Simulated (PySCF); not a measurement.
C2H3I. Atoms are numbered in the order given.

```xyz
6

C      0.3320    -2.4507     0.0000
C     -0.5338    -1.4417     0.0000
I      0.0274     0.5794     0.0000
H      1.4122    -2.3041     0.0000
H     -0.0402    -3.4782     0.0000
H     -1.6156    -1.5700     0.0000
```
Charge 0, spin multiplicity 1.

Geometry: PBE-D3(BJ)/def2-TZVP. The def2 effective core potentials stand for the cores of I; spin–orbit coupling is left out.

Computed with PBE-D3(BJ)/def2-TZVP run with PySCF 2.14.0.

Frequencies are harmonic and unscaled.

| mode | ν (cm⁻¹) | IR (km/mol) | moving atoms (share of kinetic energy) |
|---|---|---|---|
| 1 | 302 | 0.1 | C 65 %, H 25 %, I 11 % |
| 2 | 532 | 13.4 | C 70 %, H 21 %, I 9 % |
| 3 | 541 | 20.0 | H 70 %, C 30 % |
| 4 | 887 | 23.3 | H 71 %, C 29 % |
| 5 | 940 | 34.1 | H 94 % |
| 6 | 968 | 7.4 | H 79 %, C 21 % |
| 7 | 1216 | 44.2 | H 80 %, C 20 % |
| 8 | 1362 | 10.9 | H 85 %, C 15 % |
| 9 | 1599 | 51.1 | C 86 %, H 14 % |
| 10 | 3069 | 0.5 | H 95 % |
| 11 | 3134 | 2.4 | H 91 %, C 9 % |
| 12 | 3163 | 1.2 | H 90 %, C 10 % |
